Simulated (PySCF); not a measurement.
PySCF input for In₂O, SMILES [In][O][In] (connectivity only; charge and spin as stated), neutral, multiplicity 1, IEF-PCM-PBE0/def2-SVP. Coordinates come from a B3LYP-D3(BJ)/def2-TZVP optimisation. The def2 effective core potentials stand for the cores of In; spin–orbit coupling is left out.

```python
import numpy as np
from pyscf import gto, scf, dft
from pyscf.solvent import pcm

mol = gto.M(
    atom='''
    In    0.00000000    0.00000000   -2.01643998
    O     0.00000000    0.00000000    0.00000000
    In    0.00000000    0.00000000    2.01643998
    ''',
    basis='def2-SVP',
    ecp={'In': 'def2-svp'},
    charge=0,
    spin=0,
    max_memory=1600,
    verbose=3,
)
mf = dft.RKS(mol, xc='pbe0').density_fit(auxbasis='def2-universal-jkfit')
mf.grids.level = 3
mf.conv_tol = 1e-9
mf.max_cycle = 100
mf.kernel()
res = {}
for name, eps in {'water': 78.355, 'cyclohexanone': 15.619, 'chloroform': 4.7113}.items():
    s = mf.PCM()
    s.with_solvent.method, s.with_solvent.eps, s.with_solvent.lebedev_order = 'IEF-PCM', eps, 29
    s.kernel(mf.make_rdm1())
    res[name] = (s.e_tot, eps, s.dip_moment(), s.mo_energy, s.converged)
    print(f'{name}: electrostatic solvation free energy {(s.e_tot - mf.e_tot) * 627.509474:.3f} kcal/mol')
```

It prints:

```
converged SCF energy = -455.424066224656

WARN: PCM is an experimental feature. It is still in testing.
Features and APIs may be changed in the future.

converged SCF energy = -455.43066266222
Dipole moment(X, Y, Z, Debye):  0.00000,  0.00000, -0.00000
water: electrostatic solvation free energy -4.139 kcal/mol

WARN: PCM is an experimental feature. It is still in testing.
Features and APIs may be changed in the future.

converged SCF energy = -455.430096715911
Dipole moment(X, Y, Z, Debye):  0.00000, -0.00000, -0.00000
cyclohexanone: electrostatic solvation free energy -3.784 kcal/mol

WARN: PCM is an experimental feature. It is still in testing.
Features and APIs may be changed in the future.

converged SCF energy = -455.42866709528
Dipole moment(X, Y, Z, Debye):  0.00000,  0.00000, -0.00000
chloroform: electrostatic solvation free energy -2.887 kcal/mol
```

The run converged.

Cost: around 7 core-seconds (rough).
